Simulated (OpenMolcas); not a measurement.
# Lines of V+: computed and rescaled rates

```json
{
 "Program": "OpenMolcas",
 "Method": "CASSCF",
 "Basis": "ANO-RCC-VTZP [6s5p3d2f1g]",
 "Scalar Hamiltonian": "DKH2, point nucleus",
 "Active space": "4 electrons in 11 orbitals (3d 4s 4d)",
 "State averaging": "2S+1 = 5 even, 15 roots; 2S+1 = 3 even, 49 roots kept (CI in the orbitals of an earlier block); 2S+1 = 1 even, 9 roots kept (CI in the orbitals of an earlier block)",
 "Spin-orbit coupling": "RASSI with atomic mean-field integrals over the reference wave functions, term energies averaged over their components"
}
```

Rates come from the transition moments of the reference wave functions (E1 and E2 in the length form). At fixed line strength A goes as λ^-3 for E1 and M1 and as λ^-5 for E2, so a rate at the computed wavelength can be rescaled to the measured one. Measured vacuum wavelengths follow from level energies in NIST Handbook of Basic Atomic Spectroscopic Data. Branching counts decays inside the model space alone, at computed energies, and the table is only a selection of the M1 lines, drawn from those between levels with measured partners whose computed energy lies within a factor of 1.5 of the measured one.

```tsv
Upper	Lower	Type	λ computed (nm)	λ measured (nm)	A computed (s-1)	A rescaled (s-1)	Branching %
3d³ 4s ³F₄	3d³ 4s ⁵F₅	M1	1355	1685	2.67e-03		53.2
3d³ 4s ³F₂	3d³ 4s ⁵F₁	M1	1335	1657	2.63e-03		70.6
3d³ 4s ³F₃	3d³ 4s ⁵F₂	M1	1312	1625	1.56e-03		39.9
3d³ 4s ³F₃	3d³ 4s ⁵F₄	M1	1368	1703	8.61e-04		22.0
3d³ 4s ³F₄	3d⁴ ⁵D₄	M1	1280	1142	7.46e-04		14.9
3d³ 4s ³F₂	3d³ 4s ⁵F₂	M1	1351	1680	6.98e-04		18.8
3d³ 4s ³F₃	3d³ 4s ⁵F₃	M1	1335	1658	6.23e-04		15.9
3d³ 4s ³F₄	3d³ 4s ⁵F₃	M1	1286	1590	6.13e-04		12.2
3d³ 4s ³F₃	3d⁴ ⁵D₃	M1	1303	1158	3.98e-04		10.2
3d³ 4s ⁵F₅	3d³ 4s ⁵F₄	M1	45480	51410	3.45e-04	2.39e-04	99.9
3d³ 4s ⁵F₄	3d³ 4s ⁵F₃	M1	56830	62720	3.07e-04	2.28e-04	100.0
3d³ 4s ⁵F₃	3d³ 4s ⁵F₂	M1	75790	82160	1.60e-04	1.26e-04	100.0
3d⁴ ⁵D₄	3d⁴ ⁵D₃	M1	68060	76730	8.60e-05	6.00e-05	100.0
3d⁴ ⁵D₃	3d⁴ ⁵D₂	M1	88490	97790	6.70e-05	4.96e-05	100.0
3d³ 4s ⁵F₂	3d³ 4s ⁵F₁	M1	113700	121600	4.42e-05	3.61e-05	99.9
3d⁴ ⁵D₂	3d⁴ ⁵D₁	M1	130300	141700	2.57e-05	2.00e-05	100.0
```

Spin-changing lines and M1 lines between different terms are not rescaled, since their strength hangs on the term gaps too.

The largest correction is for 3d³ 4s ⁵F₅ → 3d³ 4s ⁵F₄ (M1): 3.45e-04 × (45480 / 51410)^3 = 2.39e-04 s-1, a factor of 0.69.

The computed rate and branching of 3d⁴ ⁵D₂ → 3d⁴ ⁵D₁ give the upper level a radiative lifetime of 1.000 / 2.57e-05 s-1 = 3.89e+04 s, counting decays inside the model space alone. The rescaled rate gives about 5.0e+04 s.

The computed order of these levels differs from the measured one in 2 places, and where term gaps are wrong the rates of spin-changing lines can be off by large factors.

These are rates of the free ion; in crystals, glasses and complexes forced electric-dipole and non-radiative decay shorten such lifetimes by orders of magnitude. No measured rate stands beside these. Rescaling mends the energy factor alone: line strengths can still be far off where a level mixes with configurations outside the active space, and weak or spin-changing lines hang on small mixing coefficients that depend on the term gaps too, so rescaling need not improve them.

Without dynamic correlation excited terms often stand tens of per cent too high (terms of higher spin than the ground term too low), and those without a measured partner can miss by more than the paired ones. Terms from blocks run as CI alone lack orbitals of their own. Active for correlation alone: 4d; no level in the range computed is led by a configuration that fills it, so any true level of that kind is missing. Measured partners are found by configuration, term and J. A level has none where our copy of the source lacks it or the pairing is in doubt (some pairs that miss far off the trend of their configuration count as doubtful). Levels of configurations outside the active space are missing.
